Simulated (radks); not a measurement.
Results of a calculation; reference values are marked as such.
Neutral erbium inside a hard spherical wall (all orbitals vanish at R), configuration held at [Xe] 4f12 6s2 and not refilled when levels cross. Code: a radial shooting solver on a logarithmic mesh with Libxc functionals. Model: scalar-relativistic Kohn-Sham, r2SCAN, spin-polarised, spherical densities, finite nucleus; open shells are filled with parallel spins first (spin-orbit coupling, left out, can overturn this in heavy ions); meta-GGA in the generalised Kohn-Sham scheme; Fermi nuclear charge, rms radius 5.2516 fm. Eigenvalues in eV for spin up, with the zero of energy where the potential of the charges vanishes at infinity; a dash marks a level that is unbound or too diffuse for the functional's potential to be trusted. A positive occupied level is held by the wall or, in an anion where self-interaction has pushed it up, behind a barrier. The pressure on the wall is -dE/dV.

R (bohr)  E (hartree)  kinetic (hartree)    e(5s)    e(5p)   e(4f)   e(6s)  e(6p, empty)  e(5d, empty)  pressure (GPa)
free      -13086.4014          14185.952  -53.958  -27.735  -4.051  -3.954             -             -               0
20        -13086.4014          14185.952  -53.958  -27.735  -4.051  -3.954        -1.015        -0.788        < 0.0001
12        -13086.4011          14185.955  -53.930  -27.707  -4.023  -3.933        -0.952        -0.757         0.00477
7         -13086.3614          14186.187  -52.715  -26.512  -2.834  -2.797         1.209         0.450            1.80
6         -13086.2982          14186.462  -51.691  -25.523  -1.819  -1.487         3.424         1.542            6.39
5         -13086.1273          14187.116  -49.928  -23.855  -0.021   1.537         8.223         3.605            25.9
4         -13085.5917          14189.097  -46.484  -20.630   3.714   9.695        20.092         8.140             140
2.5       -13079.2005          14212.363  -25.744    1.587  28.557  79.231        105.29        40.089            4940
1.5       -13021.2488          14392.052   94.648   143.00  131.37  467.26        524.58        218.13          184000
